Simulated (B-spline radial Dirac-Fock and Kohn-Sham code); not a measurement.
**Subshell cross sections of Os⁶⁺, photon energy 2490 eV**

System: Os⁶⁺, 1s2 2s2 2p6 3s2 3p6 3d10 4s2 4p6 4d10 4f14 5s2 5p6 5d2.

Input of the calculation (task.json; shells as n, l, electrons):

```json
{"items": [{
  "Z": 76,
  "q": 6,
  "cfg": [[1, 0, 2], [2, 0, 2], [2, 1, 6], [3, 0, 2], [3, 1, 6], [3, 2, 10], [4, 0, 2], [4, 1, 6], [4, 2, 10], [4, 3, 14], [5, 0, 2], [5, 1, 6], [5, 2, 2]],
  "A": 192,
  "rrms": 5.4126,
  "do": ["binding", "quiet", "photo"],
  "hv": [28.0, 39.6, 49.2, 54.5, 59.9, 171.0, 288.0, 448.0, 489.0, 662.0, 1470.0, 1990.0, 2460.0, 2490.0, 2620.0, 7290.0, 8300.0, 31000.0, 32300.0, 36600.0, 59800.0, 98800.0, 110000.0, 115000.0]
}]}
```

Command: `python xray_run.py task.json out`

Model: Dirac-Hartree-Slater photoionisation with all multipoles and Dirac-Fock thresholds. Program: an atomic code on a B-spline grid. The asymmetry parameter β is from the dipole term alone. Kinetic energies are from the vacuum level. Open shells are spread statistically over j, without multiplet splitting.

The last column is dσ/dΩ = σ/(4π) · [1 − (β/2) P₂(cos θ)] at θ = 90° from the beam of unpolarised light.

```tsv
subshell	electrons	binding (eV)	kinetic (eV)	σ (kb)	β	dσ/dΩ (kb/sr)
3d3/2	4	2128.3	361.7	243	0.65	22.5
3d5/2	6	2057.4	432.6	345	0.81	33.0
4s	2	758.9	1731.1	12.4	1.91	1.45
4p1/2	2	649.1	1840.9	15.2	1.66	1.71
4p3/2	4	570.5	1919.5	33.3	1.66	3.75
4d3/2	4	390.2	2099.8	35.3	1.36	3.76
4d5/2	6	375.7	2114.3	49.5	1.35	5.27
4f5/2	6	145.8	2344.2	13.5	1.05	1.35
4f7/2	8	143.2	2346.8	16.9	1.03	1.69
5s	2	184.2	2305.8	2.60	1.92	0.306
5p1/2	2	146.2	2343.8	2.77	1.72	0.315
5p3/2	4	132.9	2357.1	5.83	1.72	0.662
5d3/2	0.8	84.80	2405.2	0.834	1.40	0.0896
5d5/2	1.2	83.29	2406.7	1.17	1.38	0.125
```

Branching ratios of the spin-orbit partners (statistical value in brackets): 3d 1.42 (1.50), 4p 2.20 (2.00), 4d 1.40 (1.50), 4f 1.26 (1.33), 5p 2.10 (2.00), 5d 1.40 (1.50).

Run: 4.8 s of CPU time on 1 thread of Intel(R) Xeon(R) Platinum 8375C CPU @ 2.90GHz (shared host), peak memory 0.41 GiB.
